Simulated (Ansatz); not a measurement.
Ansatz (a quantum-chemistry and plane-wave program) input (B3LYP/6-31G*):

Ansatz 0.2 input:
```yaml
crystal:
  periodic: [false, false, false]
  atoms:
    - {symbol: C, position_ang: [-0.57153523, 0.14375636, 0.12078110]}
    - {symbol: N, position_ang: [0.73489764, -0.28738991, -0.23340796]}
    - {symbol: H, position_ang: [-0.87698954, 0.12027364, 1.22000294]}
    - {symbol: H, position_ang: [-1.32437512, -0.51032725, -0.36254457]}
    - {symbol: H, position_ang: [-0.90475479, 1.19114357, -0.18595523]}
    - {symbol: H, position_ang: [1.39104735, 0.34810127, 0.23766597]}
basis:
  gaussian:
    orbitals: 6-31G*
hamiltonian:
  xc: {name: B3LYP}
total_charge: -1
relax: {f_tol: 0.003, max_steps: 120}
```

Output:

```
WARN ansatz: RAYON_NUM_THREADS=1 ignored (pool sized by the plan → 1); use --threads N
Functional definition: B3LYP
integrals: 0.01 GiB planned
459 factors; integrals over basis functions are off by at most 4.2e-4 eV
mean field: 0.09 GiB planned
mean field evaluation 1: about -2588.2606 eV, gradient 2.5e1 eV
mean field evaluation 2: about -2585.7576 eV, gradient 4.1e1 eV
mean field evaluation 4: about -2589.6332 eV, gradient 1.3e0 eV
mean field evaluation 8: about -2589.6338 eV, gradient 4.1e-3 eV
mean field -2589.63384073 eV, -95.1672883298 hartree, gradient 4.9e-5 eV, S^2 0.000000; 0 other end points of the search recorded, 0 dependent functions left out
the calculation of the forces begins
reference -2589.63402840 eV, -95.1672952269 hartree; 9, 9 occupied and 29, 29 virtual orbitals, 459 factors
relax step   1: F+E_penalty+E_count = -2589.63384073 eV  Δ(F+E_penalty+E_count) = +0.000e0 eV  max|allowed force component| = 8.234e-1 eV/Å  Δτ_max = 0.0000 Å  (22 SCF iters, accepted)
these checks for a lower state are left out or cut short: starts, cluster_reference, orbital_swaps, neighbouring_geometries, increment
integrals: 0.01 GiB planned
459 factors; integrals over basis functions are off by at most 4.3e-4 eV
mean field: 0.09 GiB planned
mean field evaluation 16: about -2589.6475 eV, gradient 2.9e-2 eV
mean field -2589.64746897 eV, -95.1677891586 hartree, gradient 1.8e-5 eV, S^2 0.000000; 0 other end points of the search recorded, 0 dependent functions left out
the calculation of the forces begins
reference -2589.64765716 eV, -95.1677960743 hartree; 9, 9 occupied and 29, 29 virtual orbitals, 459 factors
relax step   2: F+E_penalty+E_count = -2589.64746897 eV  Δ(F+E_penalty+E_count) = -1.363e-2 eV  max|allowed force component| = 3.230e-1 eV/Å  Δτ_max = 0.0136 Å  (23 SCF iters, accepted)
these checks for a lower state are left out or cut short: starts, cluster_reference, orbital_swaps, neighbouring_geometries, increment
integrals: 0.01 GiB planned
459 factors; integrals over basis functions are off by at most 4.4e-4 eV
mean field: 0.09 GiB planned
mean field -2589.64994177 eV, -95.1678800322 hartree, gradient 1.7e-5 eV, S^2 0.000000; 0 other end points of the search recorded, 0 dependent functions left out
the calculation of the forces begins
reference -2589.65013014 eV, -95.1678869548 hartree; 9, 9 occupied and 29, 29 virtual orbitals, 459 factors
relax step   3: F+E_penalty+E_count = -2589.64994177 eV  Δ(F+E_penalty+E_count) = -2.473e-3 eV  max|allowed force component| = 7.437e-2 eV/Å  Δτ_max = 0.0066 Å  (24 SCF iters, accepted)
these checks for a lower state are left out or cut short: starts, cluster_reference, orbital_swaps, neighbouring_geometries, increment
integrals: 0.01 GiB planned
459 factors; integrals over basis functions are off by at most 4.4e-4 eV
mean field: 0.09 GiB planned
mean field evaluation 32: about -2589.6501 eV, gradient 1.7e-5 eV
mean field -2589.65007639 eV, -95.1678849793 hartree, gradient 1.7e-5 eV, S^2 0.000000; 0 other end points of the search recorded, 0 dependent functions left out
the calculation of the forces begins
reference -2589.65026467 eV, -95.1678918985 hartree; 9, 9 occupied and 29, 29 virtual orbitals, 459 factors
relax step   4: F+E_penalty+E_count = -2589.65007639 eV  Δ(F+E_penalty+E_count) = -1.346e-4 eV  max|allowed force component| = 1.823e-2 eV/Å  Δτ_max = 0.0021 Å  (21 SCF iters, accepted)
these checks for a lower state are left out or cut short: starts, cluster_reference, orbital_swaps, neighbouring_geometries, increment
integrals: 0.01 GiB planned
459 factors; integrals over basis functions are off by at most 4.4e-4 eV
mean field: 0.09 GiB planned
mean field -2589.65009627 eV, -95.1678857099 hartree, gradient 2.1e-5 eV, S^2 0.000000; 0 other end points of the search recorded, 0 dependent functions left out
the calculation of the forces begins
reference -2589.65028453 eV, -95.1678926284 hartree; 9, 9 occupied and 29, 29 virtual orbitals, 459 factors
relax step   5: F+E_penalty+E_count = -2589.65009627 eV  Δ(F+E_penalty+E_count) = -1.988e-5 eV  max|allowed force component| = 8.963e-3 eV/Å  Δτ_max = 0.0020 Å  (18 SCF iters, accepted)
these checks for a lower state are left out or cut short: starts, cluster_reference, orbital_swaps, neighbouring_geometries, increment
integrals: 0.01 GiB planned
459 factors; integrals over basis functions are off by at most 4.4e-4 eV
mean field: 0.09 GiB planned
mean field -2589.65010064 eV, -95.1678858705 hartree, gradient 1.1e-5 eV, S^2 0.000000; 0 other end points of the search recorded, 0 dependent functions left out
the calculation of the forces begins
reference -2589.65028889 eV, -95.1678927888 hartree; 9, 9 occupied and 29, 29 virtual orbitals, 459 factors
relax step   6: F+E_penalty+E_count = -2589.65010064 eV  Δ(F+E_penalty+E_count) = -4.371e-6 eV  max|allowed force component| = 4.962e-4 eV/Å  Δτ_max = 0.0006 Å  (17 SCF iters, accepted)
integrals: 0.01 GiB planned
459 factors; integrals over basis functions are off by at most 4.4e-4 eV
mean field: 0.09 GiB planned
mean field -2589.65010064 eV, -95.1678858705 hartree, gradient 1.1e-5 eV, S^2 0.000000; 1 other end points of the search recorded, 0 dependent functions left out
the calculation of the forces begins
reference -2589.65028889 eV, -95.1678927888 hartree; 9, 9 occupied and 29, 29 virtual orbitals, 459 factors
Total energy: -2589.65028889 eV, -95.1678927888 hartree
Atom 0 at    -0.554849     0.139278     0.117041 Å, force    -0.000176    -0.000496    -0.000374 eV/Å
Atom 1 at     0.737854    -0.300046    -0.243106 Å, force     0.000284     0.000056     0.000037 eV/Å
Atom 2 at    -0.883819     0.125678     1.226801 Å, force    -0.000033     0.000161    -0.000084 eV/Å
Atom 3 at    -1.324469    -0.511723    -0.363606 Å, force     0.000147     0.000347     0.000262 eV/Å
Atom 4 at    -0.911648     1.199002    -0.182380 Å, force    -0.000028    -0.000039     0.000178 eV/Å
Atom 5 at     1.385220     0.353368     0.241792 Å, force    -0.000194    -0.000029    -0.000018 eV/Å
Dipole moment:    -0.287932     0.232860     0.183047 e Å
```

The dipole moment of an ion depends on the origin.
